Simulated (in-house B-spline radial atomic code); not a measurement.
Results of a calculation; reference values are marked as such.
## Making a Troullier-Martins s channel for Be, r_c = 0.3 bohr

Be, [He] 2s2, non-relativistic LDA (VWN5), spherical and spin-unpolarised, from a B-spline radial code for spherical atoms (atomic units). The all-electron 1s level is ε = -3.856411 hartree and its outer maximum at 0.27 bohr.

Inside r_c the pseudo-orbital is u(r) = r^1 exp(p(r)), with p = c0 + c2 r² + c4 r⁴ + … + c12 r¹². The seven coefficients follow from p and its first four derivatives at r_c, from zero curvature of the screened potential at the origin, c4 = −c2²/(2l + 5), and from the norm inside r_c. At r_c the all-electron orbital has P = 1.370433, P' = -0.4895178, the screened potential V = -8.879495, V' = 39.73109, V'' = -292.7397, and the norm inside is Q = 0.3680026.

(1) What are p, p' and p'' at r_c?

For a trial c2 the five matching conditions are linear in c0, c6, c8, c10 and c12, and c2 is varied until the norm inside r_c equals Q. The root nearest zero gives:

```csv
n,c_n
0,2.412231
2,-14.15353
4,-40.06451
6,3265.752
8,-44764.7
10,269911.1
12,-625299.4
```

(2) Check c4 and p(r_c), and find the screened pseudopotential at the origin.

Orbitals and screened potentials:

```
r (bohr)       P       u  V all-electron  V pseudo
    0.03  0.3859  0.3305          -128.1    -46.26
   0.075  0.8073  0.7723          -48.05    -44.36
    0.12   1.083   1.092          -28.11    -36.62
   0.165   1.252   1.272          -19.17    -23.64
    0.21   1.343   1.351          -14.17    -12.83
   0.255   1.377   1.377          -11.02    -9.639
     0.3    1.37    1.37          -8.879    -8.879
```

Logarithmic derivatives P'/P at R = 0.6 bohr, for energies E around ε:

```tsv
E − ε (hartree)	all-electron	pseudo
-0.5	-1.01312	-1.01306
-0.25	-1.39128	-1.39126
-0.1	-1.63962	-1.63961
0	-1.81533	-1.81533
0.1	-1.99998	-1.99998
0.25	-2.29542	-2.2954
0.5	-2.84491	-2.8448
```

(3) With P(R) = 0.9376504 and a norm of 0.7915384 inside R, what slope in energy does norm conservation fix?

Results:

(1) p = ln(P/r_c^1) = ln(1.370433/0.3) = 1.51910. p' = P'/P − 1/r_c = -0.35720 − 3.33333 = -3.69053. The radial equation gives p'' = 2(V − ε) − 2(1) p'/r_c − p'² = -10.04617 − (-24.60355) − 13.62003 = 0.93735. Differentiating, p''' = 2V' + 2(1)p'/r_c² − 2(1)p''/r_c − 2p'p'' = -1.88, and p'''' = 2V'' − 4(1)p'/r_c³ + 4(1)p''/r_c² − 2(1)p'''/r_c − 2p''² − 2p'p''' = -0.17411.

(2) −c2²/5 = -40.0645, as listed. The terms c_n r_c^n are 2.41223, -1.27382, -0.32452, 2.38073, -2.93701, 1.59380, -0.33231, which sum to 1.51910. Inverting the radial equation, V_l(r) = ε + 1 p'/r + (p'' + p'²)/2, so V_l(0) = ε + (2l + 3) c2 = -3.856411 + 3 × (-14.1535) = -46.3170 hartree, finite where the all-electron potential diverges.

(3) d(P'/P)/dE = −2 × (norm inside R)/P(R)² = -1.8006 per hartree·bohr at E = ε, for both atoms, since orbital and norm agree at R. Differences over ±0.1 hartree give -1.8018 (all-electron) and -1.8019 (pseudo), which also hold third-order terms. Half a hartree below ε the two curves differ by +0.0001.
